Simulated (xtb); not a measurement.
TeF2, SMILES [Te](F)F. All values are semi-empirical tight-binding results from xtb (GFN2-xTB unless named), good for trends rather than for accurate numbers. Coordinates come from a GFN2-xTB optimisation.

Computed properties:
point group as xtb finds it: C2v
orbital gap: 2.92 eV
zero-point energy: 1.6 kcal/mol
G − E(el) at 298.15 K (modified RRHO): -15.7 kcal/mol
static polarisability (D4 model): 44.9 bohr³
solvation energy, GFN2-xTB/ALPB(water): -0.9 kcal/mol
solvation energy, GFN2-xTB/ALPB(methanol): -1.8 kcal/mol
